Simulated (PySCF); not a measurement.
## Trend along the fourth-period p block: MSb molecules

PBE0 with double-zeta basis sets in PySCF, for the lowest determinant that a PBE0 search found; no spin–orbit coupling. De refers to high-spin ground-configuration atoms. A positive dipole means M(−)Sb(+).

```csv
M,basis,state (unpaired electrons),Re (Å),ωe (cm⁻¹),De (eV),μ (D)
Ga,def2-SVP,triplet (π ↑↑),2.768,181,1.80,-1.21
Ge,def2-SVP,doublet (π ↑),2.445,292,2.58,-0.30
Se,def2-SVP,doublet (π ↑),2.346,340,3.04,1.98
Br,def2-SVP,triplet (π ↑↑),2.512,261,2.74,2.09
```

The shortest bond is that of SbSe (2.346 Å), the longest that of GaSb (2.768 Å). SbSe is bound most strongly (3.04 eV) and GaSb least (1.80 eV).

The state changes along the series, so neighbouring rows are not always alike in their bonding.

Spin–orbit coupling is left out, which matters for elements this heavy, above all for dissociation energies. States were picked by a PBE0 search and need not be the measured ground states.
